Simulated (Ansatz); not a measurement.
CH7ClO2Si2 (`O[SiH](O)C[SiH2]Cl`), relaxed with RKS PBE0-D4/def2-TZVP in Ansatz from a GFN2-xTB geometry. The force threshold is 0.005 eV/Å; the program also tests the step.

Charge 0, multiplicity 1.

Start:

```xyz
13

O    -0.501    1.879    1.336
Si   -0.271    1.304   -0.162
O     1.332    1.378   -0.433
C    -0.962   -0.470   -0.151
Si    0.306   -1.826    0.207
Cl    1.657   -1.823   -1.316
H     0.100    2.535    1.677
H    -0.965    2.136   -1.145
H     1.735    0.850   -1.118
H    -1.758   -0.522    0.588
H    -1.431   -0.668   -1.115
H     1.064   -1.616    1.436
H    -0.306   -3.156    0.198
```

| step | energy (eV) | largest force (eV/Å) | largest move (Å) |
| --- | --- | --- | --- |
| 1 | -33514.6920 | 1.092 | 0.000 |
| 2 | -33514.7532 | 0.385 | 0.072 |
| 3 | -33514.7653 | 0.159 | 0.023 |
| 4 | -33514.7671 | 0.075 | 0.014 |
| 5 | -33514.7694 | 0.108 | 0.036 |
| 6 | -33514.7709 | 0.122 | 0.036 |
| 7 | -33514.7723 | 0.166 | 0.035 |
| 8 | -33514.7860 | 0.131 | 0.200 |
| 9 | -33514.7923 | 0.095 | 0.056 |
| 10 (rejected) | -33514.7615 | 1.373 | 0.196 |
| 11 | -33514.8049 | 0.142 | 0.098 |
| 12 | -33514.8142 | 0.375 | 0.097 |
| 13 | -33514.8333 | 0.114 | 0.150 |
| 14 (rejected) | -33514.8296 | 0.398 | 0.193 |
| 15 | -33514.8456 | 0.074 | 0.097 |
| 16 | -33514.8523 | 0.075 | 0.097 |
| 17 | -33514.8570 | 0.170 | 0.143 |
| 18 | -33514.8608 | 0.149 | 0.083 |
| 19 | -33514.8644 | 0.118 | 0.093 |
| 20 | -33514.8664 | 0.075 | 0.106 |
| 21 | -33514.8674 | 0.061 | 0.056 |
| 22 | -33514.8677 | 0.025 | 0.013 |
| 23 (rejected) | -33514.8676 | 0.103 | 0.015 |
| 24 | -33514.8679 | 0.017 | 0.007 |
| 25 | -33514.8679 | 0.009 | 0.008 |
| 26 (rejected) | -33514.8679 | 0.027 | 0.005 |
| 27 | -33514.8679 | 0.004 | 0.002 |

End:

```xyz
13

O     0.181    1.458    1.352
Si   -0.304    1.286   -0.211
O     0.895    1.546   -1.296
C    -0.947   -0.461   -0.284
Si    0.203   -1.762    0.369
Cl    2.076   -1.538   -0.504
H     0.558    2.300    1.614
H    -1.335    2.290   -0.560
H     1.600    0.892   -1.311
H    -1.867   -0.521    0.310
H    -1.210   -0.699   -1.320
H     0.393   -1.660    1.832
H    -0.242   -3.131    0.010
```

Run time 41 s (2 threads of an AMD EPYC 7R13 on a shared host and a share of an NVIDIA H100 80 GB); peak host memory 0.95 GiB.
